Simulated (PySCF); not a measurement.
# Deuteron quadrupole couplings in `C=C[P@@H+](C)CC(F)(F)F`

Compound: C₅H₉F₃P (charge +1).
Geometry (GFN2-xTB, Å), atoms numbered from 1 in this order:
```
atom  x, y, z in Å
C1     2.714   -1.203    0.443
C2     1.726   -0.819   -0.353
P3     0.335    0.155    0.217
C4     0.256    1.760   -0.594
C5    -1.180   -0.819   -0.108
C6    -2.386    0.021    0.301
F7    -3.459   -0.696    0.564
F8    -2.689    0.917   -0.639
F9    -2.070    0.730    1.407
H10    3.541   -1.782    0.066
H11    2.742   -0.962    1.495
H12    1.713   -1.059   -1.410
H13    0.434    0.313    1.581
H14    1.194    2.290   -0.424
H15    0.113    1.624   -1.669
H16   -0.568    2.355   -0.196
H17   -1.258   -1.076   -1.170
H18   -1.167   -1.744    0.478
```

Level: PBE0/pcSseg-1 (PySCF, non-relativistic); Q(2H) = 0.00286 b; rigid geometry, the same for H and D, with no vibrational averaging.

Question: Rank these positions by the coupling χzz of a deuteron there, largest first.
A. H16 (methyl hydrogen)
B. H10 (vinylic hydrogen)
C. H12 (vinylic hydrogen)
D. H17 (methylene hydrogen)
E. H13 (P–H hydrogen)

Answer: B (216 kHz), C (211 kHz), A (200 kHz), D (193 kHz), E (133 kHz).

Q: Tabulate Vzz, the asymmetry η and χzz = 234.96 MHz × Q × Vzz for every hydrogen position.

A: 
```json
{"atom": "H10", "bonded to": "C1", "bond length (Å)": "1.078", "Vzz (au)": "0.3212", "η": "0.02", "χzz (kHz)": "216"}
{"atom": "H11", "bonded to": "C1", "bond length (Å)": "1.079", "Vzz (au)": "0.3207", "η": "0.04", "χzz (kHz)": "215"}
{"atom": "H12", "bonded to": "C2", "bond length (Å)": "1.084", "Vzz (au)": "0.3144", "η": "0.09", "χzz (kHz)": "211"}
{"atom": "H13", "bonded to": "P3", "bond length (Å)": "1.377", "Vzz (au)": "0.1984", "η": "0.00", "χzz (kHz)": "133"}
{"atom": "H14", "bonded to": "C4", "bond length (Å)": "1.091", "Vzz (au)": "0.2993", "η": "0.05", "χzz (kHz)": "201"}
{"atom": "H15", "bonded to": "C4", "bond length (Å)": "1.093", "Vzz (au)": "0.2972", "η": "0.05", "χzz (kHz)": "200"}
{"atom": "H16", "bonded to": "C4", "bond length (Å)": "1.091", "Vzz (au)": "0.2969", "η": "0.05", "χzz (kHz)": "200"}
{"atom": "H17", "bonded to": "C5", "bond length (Å)": "1.095", "Vzz (au)": "0.2868", "η": "0.04", "χzz (kHz)": "193"}
{"atom": "H18", "bonded to": "C5", "bond length (Å)": "1.095", "Vzz (au)": "0.2864", "η": "0.04", "χzz (kHz)": "192"}
```

Q: Average by the element that carries the hydrogen.

A: on C: 204 kHz over 8 positions, mean bond length 1.088 Å; on P: 133 kHz over 1 position, mean bond length 1.377 Å.

Q: How does χzz go with the bond length over the 8 C–H bonds?

A: A straight-line fit has a slope of -13.4 kHz for each 0.01 Å, with a correlation coefficient of -0.99, over lengths from 1.078 to 1.095 Å. The longer bonds have the smaller couplings here.

Q: Give the 2H NMR doublet splittings at H14 for a magnetic field along the z, y and x axes of the gradient: 3χ/2, 3χ(1 + η)/4, 3χ(1 − η)/4.

A: With |χ| = 201.2 kHz and η = 0.050: 302, 158 and 143 kHz, to first order and without motion.

One conformer (not necessarily the lowest) at the GFN2-xTB geometry, without solvent, vibrations or thermal averaging. GFN2-xTB bond lengths can be off by several hundredths of an ångström, more for odd bonds, and the gradients follow them. A larger basis could move these couplings by a tenth or more.
